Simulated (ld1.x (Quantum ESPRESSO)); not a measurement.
## Reading a pseudo-wave (silicon (Si))

Columns: radius, all-electron u(r) and pseudo u(r) of the 3p shell (level -7.77 eV) of silicon in the configuration [Ne] 3s2 3p1.5; LDA (PZ), non-relativistic, TM scheme, ld1.x (Quantum ESPRESSO) 7.5.

```
r (bohr)  all-electron   pseudo
   0.095        0.1027  -0.0036
   0.190        0.2244  -0.0145
   0.285        0.2790  -0.0323
   0.380        0.2701  -0.0568
   0.475        0.2178  -0.0873
   0.570        0.1401  -0.1233
   0.665        0.0502  -0.1640
   0.760       -0.0433  -0.2085
   0.855       -0.1347  -0.2558
   0.950       -0.2207  -0.3047
   1.045       -0.2991  -0.3541
   1.140       -0.3692  -0.4027
   1.235       -0.4305  -0.4493
   1.330       -0.4832  -0.4926
   1.425       -0.5275  -0.5316
   1.520       -0.5640  -0.5654
   1.615       -0.5931  -0.5934
   1.710       -0.6155  -0.6155
   1.805       -0.6317  -0.6317
   1.900       -0.6424  -0.6424
   1.995       -0.6483  -0.6483
   2.090       -0.6499  -0.6499
   2.185       -0.6478  -0.6478
   2.280       -0.6424  -0.6424
   2.375       -0.6342  -0.6342
   2.470       -0.6237  -0.6237
```

(1) How many radial nodes do the two functions have?

(2) At about which radius was the pseudo-wave matched?

(3) Is the pseudo-wave norm-conserving?

Results:

(1) The all-electron 3p function has n − l − 1 = 1; the pseudo-wave has 0, since the states of the same l below it are removed with the core.

(2) 1.90 bohr. The columns agree to 0.0005 from 1.61 bohr on; several derivatives are matched, so the curves merge somewhat inside the radius.

(3) Yes: the TM scheme keeps the norm inside the radius equal to the all-electron one, which fixes the energy derivative of the logarithmic derivative at the level.
